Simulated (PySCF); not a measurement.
**Field gradients at the hydrogen positions**

Species: C4H12N2Si.
Atom-mapped SMILES: `[CH2:1]=[CH:2][N:3]([CH2:4][CH3:5])[NH:6][SiH3:7]` (hydrogens: H8, H9 on C1; H10 on C2; H11, H12 on C4; H13, H14, H15 on C5; H16 on N6; H17, H18, H19 on Si7)

Geometry (GFN2-xTB, Å), atoms numbered from 1 in this order:
```xyz
19
C4H12N2Si angstrom
C      0.205    2.360    0.294
C     -0.399    1.256    0.725
N     -0.059   -0.038    0.406
C     -1.062   -1.077    0.516
C     -2.116   -1.027   -0.593
N      0.875   -0.254   -0.615
Si     2.528   -0.510   -0.184
H     -0.099    3.325    0.653
H      1.028    2.337   -0.398
H     -1.218    1.314    1.429
H     -1.541   -0.979    1.493
H     -0.534   -2.033    0.481
H     -2.626   -0.066   -0.584
H     -2.850   -1.815   -0.448
H     -1.646   -1.164   -1.564
H      0.632    0.222   -1.478
H      3.199    0.609    0.486
H      3.165   -0.790   -1.470
H      2.507   -1.662    0.715
```

Level: PBE0/pcSseg-1 (PySCF, non-relativistic); Q(2H) = 0.00286 b; rigid geometry, the same for H and D, with no vibrational averaging.

Question: Rank these positions by the coupling χzz of a deuteron there, largest first.
A. H8 (vinylic hydrogen)
B. H19 (Si–H hydrogen)
C. H14 (methyl hydrogen)
D. H16 (N–H hydrogen)
E. H12 (methylene hydrogen)

Answer: D (267 kHz), A (234 kHz), C (213 kHz), E (199 kHz), B (109 kHz).

Question: Tabulate Vzz, the asymmetry η and χzz = 234.96 MHz × Q × Vzz for every hydrogen position.

Answer: 
| atom | bonded to | bond length (Å) | Vzz (au) | η | χzz (kHz) |
| --- | --- | --- | --- | --- | --- |
| H8 | C1 | 1.074 | 0.3490 | 0.09 | 234 |
| H9 | C1 | 1.076 | 0.3458 | 0.08 | 232 |
| H10 | C2 | 1.082 | 0.3215 | 0.09 | 216 |
| H11 | C4 | 1.093 | 0.2974 | 0.06 | 200 |
| H12 | C4 | 1.093 | 0.2961 | 0.05 | 199 |
| H13 | C5 | 1.089 | 0.3121 | 0.02 | 210 |
| H14 | C5 | 1.087 | 0.3174 | 0.02 | 213 |
| H15 | C5 | 1.088 | 0.3146 | 0.01 | 211 |
| H16 | N6 | 1.015 | 0.3973 | 0.22 | 267 |
| H17 | Si7 | 1.467 | 0.1574 | 0.02 | 106 |
| H18 | Si7 | 1.462 | 0.1622 | 0.04 | 109 |
| H19 | Si7 | 1.462 | 0.1628 | 0.03 | 109 |

Question: Average by the element that carries the hydrogen.

Answer: on C: 215 kHz over 8 positions, mean bond length 1.085 Å; on N: 267 kHz over 1 position, mean bond length 1.015 Å; on Si: 108 kHz over 3 positions, mean bond length 1.464 Å.

Question: How does χzz go with the bond length over the 8 C–H bonds?

Answer: A straight-line fit has a slope of -17.6 kHz for each 0.01 Å, with a correlation coefficient of -0.99, over lengths from 1.074 to 1.093 Å. The longer bonds have the smaller couplings here.

One conformer (not necessarily the lowest) at the GFN2-xTB geometry, without solvent, vibrations or thermal averaging. GFN2-xTB bond lengths can be off by several hundredths of an ångström, more for odd bonds, and the gradients follow them. The small basis limits the accuracy of the gradients.

The run behind these numbers computed NMR shieldings as well. Rough CPU time on one thread of a shared machine: about 1.8 min (grids of density and orbitals included).
